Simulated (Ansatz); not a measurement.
A nudged elastic band was laid between two geometries of Cl2H6NO3Ta (13 atoms, charge 0, multiplicity 1).

Theory: Ansatz 0.2.0, RKS PBE/def2-SVP.

```json
{"movable images": "7", "climbing image": "yes", "spring": "5.0 eV/Å²", "optimiser": "quadratic models (default)", "start path": "through a guess of the saddle point", "force threshold": "0.05 eV/Å", "iteration limit": "60", "end points": "relaxed"}
```

First end point:

```xyz
13
Properties=species:S:1:pos:R:3
Ta -0.248 0.223 -0.129
N 2.010 -0.506 -0.190
H 2.324 -0.917 0.699
H 2.180 -1.192 -0.938
O 0.109 0.526 1.756
H 0.451 1.360 2.125
O -0.054 0.213 -2.043
H 0.241 0.902 -2.663
Cl -2.460 1.002 -0.091
O -0.554 -1.656 0.132
H -0.685 -2.108 0.984
Cl 0.944 2.397 -0.325
H 2.589 0.328 -0.373
```

Last end point:

```xyz
13
Properties=species:S:1:pos:R:3
Ta -0.655 0.149 -0.332
N 3.050 0.114 0.720
H 3.392 0.182 1.687
H 3.807 -0.261 0.134
O 0.728 -0.825 0.395
H 1.776 -0.524 0.568
O -0.647 0.116 -2.257
H -1.147 -0.538 -2.776
Cl -2.075 1.423 1.102
O -2.002 -1.219 -0.243
H -2.937 -1.256 0.017
Cl 0.737 2.142 -0.459
H 2.822 1.068 0.388
```

What changes between the two ends?

Bonds broken: Ta1–N2. Cl2H6NO3Ta becomes Cl2H3O3Ta + H3N.

What energy profile does the band end with?

The forces met the threshold. The highest image is number 5 of 0 to 8, 0.64 eV above the first end and 0.42 eV above the last; the last end lies 0.22 eV above the first. A vibrational analysis at the climbing image gives one clearly imaginary mode, 156i cm⁻¹: a first-order saddle point. The orbitals stay closed-shell, which can raise the energy where a bond breaks towards radicals; this wasn't checked here.

| image | path coordinate (Å) | energy (eV) | Ta1–N2 (Å) |
| --- | --- | --- | --- |
| 0 | 0.00 | 0.00 | 2.37 |
| 1 | 1.07 | 0.07 | 2.37 |
| 2 | 2.14 | 0.13 | 2.37 |
| 3 | 3.21 | 0.19 | 2.39 |
| 4 | 4.28 | 0.31 | 2.51 |
| 5 | 5.36 | 0.64 | 3.07 |
| 6 | 7.45 | 0.36 | 3.53 |
| 7 | 9.54 | 0.29 | 3.72 |
| 8 | 11.64 | 0.22 | 3.85 |

What is the geometry of the highest image?


```xyz
13
Properties=species:S:1:pos:R:3:forces:R:3
Ta -0.498 0.679 -0.127 0.00 -0.01 0.00
N 2.380 -0.362 0.136 0.00 0.00 0.00
H 2.896 -1.218 0.379 0.00 0.00 0.00
H 2.167 -0.424 -0.872 0.00 0.00 0.00
O 0.114 0.431 1.662 0.00 0.01 -0.01
H 1.025 0.040 1.615 0.00 0.00 0.01
O 0.142 0.173 -1.892 0.00 0.00 0.00
H -0.162 -0.718 -2.160 0.00 0.00 0.00
Cl -2.571 1.706 -0.109 0.00 0.00 0.00
O -1.148 -1.173 -0.162 0.00 0.01 0.01
H -1.376 -1.625 0.672 0.00 0.00 -0.01
Cl 0.837 2.640 -0.422 0.00 0.00 0.00
H 3.041 0.423 0.222 0.00 0.00 0.00
```

What are the harmonic wavenumbers there?

156i, 60, 83, 99, 126, 147, 155, 186, 219, 222, 284, 332, 351, 374, 413, 422, 473, 577, 607, 647, 693, 693, 726, 753, 1104, 1568, 1607, 3365, 3451, 3480, 3509, 3686, 3740 cm⁻¹.

The band took 36 iterations and about 40 core-minutes.

Run time: 11 min on 4 threads of Arm Neoverse V2 (shared host), peak memory 0.25 GiB.
